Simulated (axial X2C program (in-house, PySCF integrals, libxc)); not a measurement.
## GeCl⁺ along the bond: PBE0, scalar-relativistic

All values were computed with an in-house relativistic program for diatomic molecules. Spin-free means the one-electron spin-free X2C Hamiltonian. Basis: Ge dyall-cv3z [9s9p7d4f1g], Cl dyall-av3z [9s8p3d2f] (cores contracted in-house); Gaussian nuclei, density fitting, unrestricted open shells. Masses: Ge 73.921 u, Cl 34.969 u.

State: M_S = 0, Λ = 0 (closed shell). Dipoles are positive if Cl is the positive end and refer to the centre of mass.

```json
{"R (Å)": "1.798", "μ (D)": "-0.407", "HOMO (eV)": "-15.94", "LUMO (eV)": "-8.94"}
{"R (Å)": "1.881", "μ (D)": "-0.914", "HOMO (eV)": "-16.07", "LUMO (eV)": "-9.12"}
{"R (Å)": "1.943", "μ (D)": "-1.298", "HOMO (eV)": "-16.14", "LUMO (eV)": "-9.25"}
{"R (Å)": "2.005", "μ (D)": "-1.682", "HOMO (eV)": "-16.17", "LUMO (eV)": "-9.38"}
{"R (Å)": "2.067", "μ (D)": "-2.063", "HOMO (eV)": "-16.17", "LUMO (eV)": "-9.50"}
{"R (Å)": "2.139", "μ (D)": "-2.501", "HOMO (eV)": "-16.01", "LUMO (eV)": "-9.65"}
{"R (Å)": "2.212", "μ (D)": "-2.929", "HOMO (eV)": "-15.68", "LUMO (eV)": "-9.78"}
{"R (Å)": "2.305", "μ (D)": "-3.459", "HOMO (eV)": "-15.30", "LUMO (eV)": "-9.95"}
{"R (Å)": "2.418", "μ (D)": "-4.072", "HOMO (eV)": "-14.89", "LUMO (eV)": "-10.13"}
{"R (Å)": "2.584", "μ (D)": "-4.889", "HOMO (eV)": "-14.37", "LUMO (eV)": "-10.37"}
```

(1) The minimum lies at 2.060 Å. What is the dipole moment there?

The state is one determinant whose occupation by symmetry is held fixed; it was picked as the lowest of a PBE0 search that is not exhaustive. The closed shell is kept restricted, so the energy runs too high when the bond is stretched far.

## Answers

(1) At PBE0, spin-free, with the sign and origin stated: μ = -2.02 D.
